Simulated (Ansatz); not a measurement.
C₅H₅F₃, SMILES `FC1=CC[C@H](F)[C@H]1F`, relaxed with RKS PBE-D4/def2-SVP in the Gaussian-basis code of Ansatz from a rough embedded geometry. The force threshold is 0.03 eV/Å; the program also tests the step.

Total charge 0; spin multiplicity 1.

Start:

```xyz
13

F    -0.830    2.250    1.136
C    -0.395    1.124    0.590
C     0.883    0.918    0.444
C     1.200   -0.513   -0.145
C    -0.239   -0.875   -0.629
F    -0.328   -0.570   -1.986
C    -1.218   -0.037    0.130
F    -1.693   -0.766    1.186
H     1.714    1.609    0.689
H     1.894   -0.399   -0.978
H     1.528   -1.111    0.622
H    -0.385   -1.950   -0.552
H    -2.131    0.320   -0.506
```

```json
{"step": "1", "energy (eV)": "-13391.2910", "largest force (eV/Å)": "5.053", "largest move (Å)": "0.000"}
{"step": "2", "energy (eV)": "-13391.7743", "largest force (eV/Å)": "1.667", "largest move (Å)": "0.083"}
{"step": "3", "energy (eV)": "-13391.8589", "largest force (eV/Å)": "0.272", "largest move (Å)": "0.057"}
{"step": "4", "energy (eV)": "-13391.8636", "largest force (eV/Å)": "0.122", "largest move (Å)": "0.015"}
{"step": "5", "energy (eV)": "-13391.8645", "largest force (eV/Å)": "0.024", "largest move (Å)": "0.007"}
```

End:

```xyz
13

F    -0.949    2.230    1.099
C    -0.375    1.138    0.583
C     0.945    0.913    0.447
C     1.181   -0.449   -0.154
C    -0.215   -0.871   -0.656
F    -0.333   -0.546   -2.004
C    -1.226   -0.016    0.136
F    -1.715   -0.724    1.237
H     1.737    1.610    0.755
H     1.890   -0.444   -1.008
H     1.584   -1.164    0.597
H    -0.437   -1.952   -0.530
H    -2.088    0.275   -0.502
```

It took 8.5 s on 4 threads of an AMD EPYC 7R43 on a shared host, with 0.21 GiB of host memory at the peak.
